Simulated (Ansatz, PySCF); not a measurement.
Pulling on the Ge1–H2 bond in ClGeH (SMILES [Cl][GeH]) (multiplicity 1 held, fragments rigid). Energies count from the point at 1.606 Å.
Geometry at that point (charge 0, multiplicity 1):
```xyz
3

Ge     0.52862    -0.16249     0.50490
H      1.62035    -0.38333    -0.65158
Cl    -1.09037     0.32841    -0.91207
```

U- levels take the lowest unrestricted solution at each point, which mixes spins at long bonds. Active spaces are followed from a long bond inwards. Levels need not reach the same state.

Correlated levels freeze the cores. Filled d and f shells under p-block atoms count as core. Rows in 3-21G carry no dispersion term and start afresh at each structure; the Pople sets are all-electron and without relativity.

Programs: Ansatz (a program for electronic structure); PySCF for 3-21G rows. Values without a source in brackets are computed.

| level | energy at R = 5.138 Å (kcal/mol) |
|---|---|
| R-HF/3-21G | 151.87 |
| U-HF/def2-TZVPP | 49.64 |
| U-B3LYP/def2-TZVPP | 69.66 |
| U-MP2/def2-TZVPP | ? |
| U-SCS-MP2/def2-TZVPP | 68.27 |
| U-CCSD/def2-TZVPP | 69.37 |
| FIC-NEVPT4(SD) on CASSCF(2,2)/def2-TZVPP | 68.57 |
| FIC-MRCISD on CASSCF(2,2)/def2-TZVPP | 68.71 |
| FIC-MRCISD+Q on CASSCF(2,2)/def2-TZVPP | 69.69 |

Task: Fill in the missing entries.

Result: 
- U-MP2/def2-TZVPP, energy at R = 5.138 Å (kcal/mol): 65.71

Doubts at one or more of the structures used: a restricted determinant that unrestricted orbitals would lower (R-HF/3-21G); a spin-contaminated determinant (U-HF/def2-TZVPP, U-B3LYP/def2-TZVPP, U-MP2/def2-TZVPP, U-SCS-MP2/def2-TZVPP, U-CCSD/def2-TZVPP).
